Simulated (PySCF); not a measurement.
**InSI: from structure and modes to constants**

Method: PBE0 in PySCF with In def2-TZVP with ECP28, S def2-TZVP, I def2-TZVP with ECP28; scalar-relativistic core potentials, no spin–orbit coupling; density-fitted integrals.

The singlet minimum has C∞v symmetry. Masses (u): In 114.90388, S 31.97207, I 126.90447.

```xyz
3
charge 0 multiplicity 1, angstrom
In    0.0000    0.0000   -0.9493
S     0.0000    0.0000   -3.1388
I     0.0000    0.0000    1.6506
```

Harmonic wavenumbers (cm⁻¹): 77.2 (π, ×2), 203.6 (σ+, ×1), 487.1 (σ+, ×1).

(1) What is the harmonic zero-point energy?

(2) Give the standard entropy (298.15 K, 1 bar) by its translational, rotational, vibrational and spin parts, and Cp.

Results:

(1) Half the sum of all 4 wavenumbers, 845/2 = 423 cm⁻¹, which is 5.1 kJ/mol (1 cm⁻¹ = 0.0119627 kJ/mol).

(2) Sackur–Tetrode with M = 273.78 u gives 178.9; rotation with symmetry number 1 gives 84.4; vibration 44.8; spin R ln 1 = 0.0. The total is 308.1 J/(mol K), and Cp = 7/2 R + 29.5 = 58.6 J/(mol K).

Other isomers or separated fragments may lie lower.
